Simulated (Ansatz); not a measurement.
`NC/C(O)=C\F` + BH₃ → `B/C=C(\O)CN` + H–F  (formal exchange of groups at a C–F bond)

Program: Ansatz. Geometries: PBE0-D4/def2-TZVP. ΔE: electronic, gas phase. CCSD(T)/CBS adds triple-zeta CCSD(T) − MP2 to the extrapolated MP2 energy (def2 sets, frozen cores). This one scheme is used for every species. Double bonds are as drawn, so ΔE can hold a change between cis and trans. Each species was taken in one conformer, which may not be the lowest.

| level | ΔE (eV) |
| --- | --- |
| SCS-MP2/def2-TZVPP | -1.28 |
| SCS-MP2/def2-QZVPP | -1.32 |

Question: What does CCSD(T)/CBS give? (Best estimate.)

Answer: The calculation gave: -1.33 eV. The listed levels differ from it by 0.05, 0.01 eV.

Largest T1 diagnostic among the species: 0.012.

The D4 term adds −0.06 eV with B3LYP and −0.03 eV with PBE0; it sums over pairs of atoms, weighted by their polarisabilities, and B3LYP, whose exchange is more repulsive, gets the larger term. In def2-TZVPP, CCSD(T) changes the Hartree–Fock value by −0.18 eV (the triples alone add −0.03 eV) and MP2 by −0.31 eV.

B3LYP here is the variant with VWN-RPA as its local correlation; programs differ in this.
